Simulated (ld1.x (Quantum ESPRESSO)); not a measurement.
Before and after: TM potential for gallium

- Element: Ga (Z = 31)
- Generator: ld1.x (Quantum ESPRESSO) 7.5
- Type: norm-conserving Troullier–Martins (Kleinman–Bylander form)
- Functional: PBE
- Relativity: fully relativistic
- Frozen core: [Ar] 3d10
- Valence charge: 3
- Reference configuration: 4s1.75 4p1.25
- Partial waves: 4s (bound): rc 1.90 bohr; 4p (bound): rc 2.50 bohr; 4d channel at -0.05 Ry: rc 2.10 bohr
- Local potential: all-electron potential smoothed inside 1.80 bohr (lloc = -1)
- Core correction: none

Open shells are filled in proportion to 2j + 1 (rel_dist='average').

All-electron outer shells of the reference configuration (PBE, scalar-relativistic, ld1.x):

| shell | level (eV) | outermost node (bohr) | outermost maximum (bohr) |
| --- | --- | --- | --- |
| 3p | -99.37 | 0.24 | 0.56 |
| 3d | -19.65 | – | 0.53 |
| 4s | -9.24 | 0.81 | 1.90 |
| 4p | -2.78 | 0.87 | 2.53 |

Change: core correction a·sin(br)/r model core inside 1.64 bohr.

Cutoffs: the cutoffs (Ry, on a coarse ladder) from which the occupation-weighted sum of valence levels, in a spherical-Bessel basis at the reference potential, stays within 10 and 1 mRy of its value at 400 Ry; they do not see the model core or the augmentation charge, which bear on the density cutoff. Errors are all-electron minus pseudo energies relative to the spin-unpolarised reference configuration.

Q: What does the change do?

A: The potential gets neither clearly harder nor softer (12 Ry and 35 Ry → 12 Ry and 35 Ry); both files keep a bound ghost (d); of the 7 tests that both files solve, the error grows in 2 and shrinks in 4 by more than 15 % and 0.3 meV (median size 11.2 → 8.1 meV). A model core, the more so a compact one, raises the density cutoff, which this test does not measure.

| quantity | base | changed |
| --- | --- | --- |
| cutoff, loose | 12 Ry | 12 Ry |
| cutoff, tight | 35 Ry | 35 Ry |
| bound ghosts | d3/2, d5/2 | d3/2, d5/2 |
| error for 4s2 4p1, meV [ΔE -1.60 eV] | +1.0 | -0.9 |
| error for 4s2 4p0, meV [ΔE 4.09 eV] | +17 | -6.1 |
| error for 4s1 4p0, meV [ΔE 25.21 eV] | +64 | -142 |
| error for 4s2 4p0.5, meV [ΔE 0.43 eV] | +5.4 | -0.6 |
| error for 4s0 4p3, meV [ΔE 11.76 eV] | +72 | -43 |
| error for 4s1 4p2, meV [ΔE 4.93 eV] | +11 | -8.1 |
| error for 4s1 4p1, meV [ΔE 11.46 eV] | +6.0 | -31 |
| s: phases at 2.71 bohr within 0.05 rad from the reference energy up to (Ry; the scan ends near 5) | 1.6 | 1.6 |
| p1/2: phases at 2.71 bohr within 0.05 rad from the reference energy up to (Ry; the scan ends near 5) | 2.4 | 2.4 |
| p3/2: phases at 2.71 bohr within 0.05 rad from the reference energy up to (Ry; the scan ends near 5) | 2.4 | 2.4 |
| d3/2: phases at 2.71 bohr within 0.05 rad from the reference energy up to (Ry; the scan ends near 5) | 0.6 | 0.6 |
| d5/2: phases at 2.71 bohr within 0.05 rad from the reference energy up to (Ry; the scan ends near 5) | 0.6 | 0.6 |

 A true bound ghost makes a file unfit for plane-wave use even where its test errors are small: the radial tests pick states by their node count and pass the ghost by.
